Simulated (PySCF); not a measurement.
# Mayer bond orders and bond lengths

C₈H₉NO.
Atom-mapped SMILES: `[CH2:1]=[C:2]([CH3:3])[c:4]1[cH:5][cH:6][n+:7]([O-:8])[cH:9][cH:10]1` (hydrogens: H11, H12 on C1; H13, H14, H15 on C3; H16 on C5; H17 on C6; H18 on C9; H19 on C10)

Cartesian coordinates in Å at the GFN2-xTB level; atoms count from 1:
```
atom  x, y, z in Å
C1    -2.1454   -1.2944    0.3962
C2    -1.4852   -0.2654   -0.1304
C3    -2.1987    0.7934   -0.9205
C4    -0.0394   -0.0989    0.0470
C5     0.5716    1.1580    0.0191
C6     1.9246    1.2915    0.1991
N7     2.7325    0.2238    0.3983
O8     3.9683    0.3682    0.5601
C9     2.1653   -1.0065    0.4101
C10    0.8171   -1.1871    0.2422
H11   -1.6665   -2.0434    1.0022
H12   -3.2070   -1.4059    0.2573
H13   -2.2681    1.7165   -0.3461
H14   -1.6652    1.0069   -1.8451
H15   -3.2078    0.4706   -1.1611
H16   -0.0118    2.0520   -0.1279
H17    2.4241    2.2483    0.1912
H18    2.8527   -1.8253    0.5585
H19    0.4292   -2.1928    0.2422
```

Bond orders from the PBE0/pcSseg-1 density (PySCF). Isolated species at its GFN2-xTB geometry (one conformer only).

Task: Where do the orders between heavy atoms depart from those drawn in the SMILES?

Result: The largest departure is 0.382, at N7–C9 (drawn aromatic, 1.118), counting aromatic bonds as 1.5. Drawn single, order above 1.12: N7–O8 (1.290). The bonds drawn aromatic range from 1.12 to 1.47. The SMILES, with its formal charges, is one Lewis structure only.

Task: Give the Mayer order of every bond, beside its length.

Result: 
| bond | drawn as | length (Å) | Mayer order |
| --- | --- | --- | --- |
| C1–C2 | double | 1.331 | 1.967 |
| C2–C3 | single | 1.501 | 1.079 |
| C2–C4 | single | 1.466 | 1.030 |
| C4–C5 | aromatic | 1.398 | 1.359 |
| C5–C6 | aromatic | 1.371 | 1.458 |
| C6–N7 | aromatic | 1.354 | 1.127 |
| N7–O8 | single | 1.255 | 1.290 |
| N7–C9 | aromatic | 1.355 | 1.118 |
| C9–C10 | aromatic | 1.371 | 1.472 |
| C10–C4 | aromatic | 1.399 | 1.356 |
| C1–H11 | single | 1.076 | 0.939 |
| C1–H12 | single | 1.076 | 0.926 |
| C3–H13 | single | 1.090 | 0.935 |
| C3–H14 | single | 1.089 | 0.949 |
| C3–H15 | single | 1.086 | 0.949 |
| C5–H16 | single | 1.078 | 0.958 |
| C6–H17 | single | 1.079 | 0.959 |
| C9–H18 | single | 1.079 | 0.959 |
| C10–H19 | single | 1.078 | 0.957 |

Bonds between the same two heavy elements. C–C: lowest C2–C4 (1.030, 1.466 Å), highest C1–C2 (1.967, 1.331 Å); in 1 of the 21 pairs the longer bond (by over 0.003 Å) has the higher order (by 0.02 or more). C–N: all 2 within 0.02 of one another (1.118 to 1.127).

Task: Sum the orders of all bonds at each heavy atom with more than one neighbour and set the sums beside the valence in the SMILES.

Result: C1 3.832 (drawn 4), C2 4.076 (drawn 4), C3 3.912 (drawn 4), C4 3.745 (drawn 4), C5 3.775 (drawn 4), C6 3.544 (drawn 4), N7 3.535 (drawn 4), C9 3.549 (drawn 4), C10 3.785 (drawn 4). Orders between atoms that aren't bonded are not in these sums.

The Mayer order sums products of elements of PS (density times overlap matrix) between the two atoms' basis functions, so it depends on the basis set.
